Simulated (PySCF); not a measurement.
# UHF on Ta (tantalum, neutral)

Configuration: [Xe] 4f14 5d4 6s1, high-spin 6D determinant (an excited configuration). Computed with PySCF 2.14 in aug-cc-pVTZ-PP with one added diffuse shell each of s, p, d, f, g type with ECP60MDF (7s7p6d4f3g, 113 functions), with scalar relativity through the core potential.

* Total energy: -56.736734 hartree
* One-electron energy: -95.9896 hartree
* Hartree (Coulomb) energy: 45.5248 hartree
* Exchange energy: -6.2720 hartree
* ⟨S²⟩: 8.7567
* ⟨L²⟩: 6.026
* Sum of ⟨r⟩: 23.01 bohr
* Sum of ⟨r²⟩: 54.48 bohr²
* Traceless quadrupole moment −½Σ⟨3z² − r²⟩ along its main axis: -1.71 e·bohr²

| shell | electrons | mean orbital energy (hartree) | spread (hartree) | rms radius, mean of both spins (bohr) |
| --- | --- | --- | --- | --- |
| 5s α | 1 | -3.13112 | 0 | 1.20 |
| 5s β | 1 | -3.01156 | 0 | 1.20 |
| 5p α | 3 | -1.76435 | 0.01998 | 1.41 |
| 5p β | 3 | -1.57711 | 0.03750 | 1.41 |
| 6s α | 1 | -0.27510 | 0 | 3.72 |
| 5d α | 4 | -0.26043 | 0.03797 | 2.54 |

Energies and moments cover only the electrons outside the core potential. Spin-orbit coupling, absent here, splits the open shell strongly.
